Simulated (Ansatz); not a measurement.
Start from `FB(F)[SiH3]` and change one atom or group to get `NB(F)[SiH3]`.

Ansatz, PBE0-D4/def2-TZVP geometries, multiplicity 1. Each molecule was computed in one conformer, which needn't be the lowest.

```
                                          property  `FB(F)[SiH3]`
             HOMO–LUMO gap (B3LYP/def2-TZVPP) / eV           7.54
           HOMO–LUMO gap (ωB97M-V/def2-TZVPP) / eV          12.17
size of the dipole moment (ωB97M-V/def2-TZVPP) / D           0.92
               LUMO energy (B3LYP/def2-TZVPP) / eV          -1.38
                 LUMO energy (PBE/def2-TZVPP) / eV          -2.12
              HOMO–LUMO gap (PBE0/def2-TZVPP) / eV           7.97
```

Question: Give the same properties after the change, and the shifts. (An estimate is asked.)

Answer: Computed: 
```tsv
property	`NB(F)[SiH3]`	shift
HOMO–LUMO gap (B3LYP/def2-TZVPP) / eV	7.76	0.22
HOMO–LUMO gap (ωB97M-V/def2-TZVPP) / eV	12.28	0.11
size of the dipole moment (ωB97M-V/def2-TZVPP) / D	2.50	1.58
LUMO energy (B3LYP/def2-TZVPP) / eV	-0.37	1.01
LUMO energy (PBE/def2-TZVPP) / eV	-1.09	1.03
HOMO–LUMO gap (PBE0/def2-TZVPP) / eV	8.16	0.19
```

With PBE0 the HOMO rises by 0.79 eV and the LUMO rises by 0.98 eV, so the gap widens by about 0.19 eV. PBE moves the HOMO by 0.76 eV and ωB97M-V by 0.80 eV. Dipoles are sizes alone; their direction can turn.

B3LYP here is the variant with VWN-RPA as its local correlation; programs differ in this.
